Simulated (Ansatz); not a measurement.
C$_{2}$H$_{5}$AlClF, SMILES `[F][AlH][CH2]CCl`, relaxed with RKS PBE0-D4/def2-TZVP in the Gaussian-basis code of Ansatz from a PBE-D4/def2-SVP geometry. The force threshold is 0.005 eV/Å; the program also tests the step.

Charge 0, multiplicity 1.

Start:

```xyz
10

F     1.779    0.835    1.747
Al    1.721    0.327    0.143
C    -0.026   -0.195   -0.596
C    -1.207   -0.085    0.347
Cl   -2.773   -0.595   -0.435
H     3.096    0.307   -0.660
H     0.074   -1.239   -0.973
H    -0.197    0.422   -1.508
H    -1.094   -0.729    1.240
H    -1.371    0.953    0.696
```

```
step  energy (eV)  largest force (eV/Å)  largest move (Å)
   1  -23984.3732                 0.566             0.000
   2  -23984.4103                 0.316             0.025
   3  -23984.4180                 0.046             0.019
   4  -23984.4182                 0.029             0.004
   5  -23984.4182                 0.011             0.001
   6  -23984.4182                 0.003             0.001
```

End:

```xyz
10

F     1.752    0.826    1.721
Al    1.707    0.326    0.147
C    -0.024   -0.195   -0.596
C    -1.193   -0.084    0.346
Cl   -2.744   -0.585   -0.421
H     3.068    0.304   -0.648
H     0.070   -1.224   -0.966
H    -0.198    0.415   -1.492
H    -1.082   -0.721    1.222
H    -1.355    0.938    0.688
```

It took 26 s on 4 threads of a server CPU on a shared host, with 0.5 GiB of host memory at the peak.
